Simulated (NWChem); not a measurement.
BeNH3; SMILES [NH2][BeH]

Results from NWChem. All runs use the structure optimised with PBE0/def2-SVP. B3LYP is NWChem's, with the RPA form of VWN correlation.

Question: What does the run give for B3LYP/def2-QZVP? Quantities: highest occupied level (eV); orbital gap (eV); dipole (D).

Answer: 
```yaml
highest occupied level (eV): -7.24
orbital gap (eV): 6.91
dipole (D): 1.54
```
